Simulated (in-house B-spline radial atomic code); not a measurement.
**Group 11, neutral atoms: the gap between the outer s and d levels**

Computed with a radial B-spline atomic code at the basis-set limit: non-relativistic Hartree-Fock (point nucleus) and Dirac-Hartree-Fock (finite nucleus), averages of the listed configurations; Dirac values are occupation-weighted means over j unless j is named.

| ion | configuration | ε(s) NR | ε(s) Dirac | gap NR | gap Dirac | spin-orbit splitting |
| --- | --- | --- | --- | --- | --- | --- |
| Cu | [Ar] 3d10 4s1 | -6.49 | -6.661 | -6.877 | -6.394 | 0.37 |
| Ag | [Kr] 4d10 5s1 | -5.986 | ? | -8.637 | ? | ? |
| Au | [Xe] 4f14 5d10 6s1 | -6.008 | -7.937 | -8.17 | -4.435 | 1.76 |

Energies in eV; the gap is ε(d) - ε(s), and the splitting is ε(l + 1/2) - ε(l - 1/2) of that shell. These are orbital energies, not promotion energies or level intervals; in light atoms the splitting exceeds the observed fine structure.

Problem. What are the Dirac values for Ag?

Solution. ε(5s) = -6.453 eV, a gap of -7.46 eV and a 4d splitting of 0.666 eV.

Problem. What does the relativistic change of the gap mean for the chemistry?

Solution. In Ag relativity moves the d level up against the s level by 1.18 eV: s is stabilised directly and d destabilised through screening by the contracted s and p shells, which favours s occupation and d participation in bonding.
